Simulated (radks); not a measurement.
The numbers below are computed, except where a source is named.
The thulium ion Tm3+, 66 electrons, occupied as [Xe] 4f12.

Level of theory: scalar-relativistic Kohn-Sham, AM05, spin-unpolarised, spherical densities, finite nucleus; Fermi nuclear charge, rms radius 5.2256 fm (a radial shooting solver on a logarithmic mesh with Libxc functionals).

Energy parts (eV):
total: -368884.14
kinetic: 400789.08
electron-nucleus: -904633.62
Hartree: 142469.94
exchange-correlation: -7509.54

Orbitals (lengths in bohr, moments of r in powers of bohr; <r^-3> diverges for s and p1/2; r(90%) holds 90 % of the orbital's charge):
orbital  occ.  eigenvalue (eV)   <1/r>      <r>  r(90%)  <r^-3>
1s          2        -59259.15   79.01  0.02003  0.0363       -
2s          2        -10027.65   18.41  0.08493   0.132       -
2p          6        -8861.587   16.96  0.07544   0.123   15110
3s          2        -2279.752   6.794   0.2212   0.324       -
3p          6        -1926.571   6.338   0.2204   0.330    3275
3d         10        -1489.641   6.008   0.1999   0.311   433.0
4s          2        -475.6730   2.876   0.4978   0.715       -
4p          6        -359.4391   2.628   0.5281   0.769   745.0
4d         10        -204.9808   2.324   0.5703   0.858   82.93
5s          2         -83.9272   1.100    1.207    1.74       -
5p          6         -56.2949  0.9253    1.409    2.06   99.75
4f         12         -35.8391   1.751   0.7482    1.28   12.14

The highest occupied level is 4f at -35.839 eV. The density falls to 0.001 e/bohr^3 at r = 3.10 bohr.
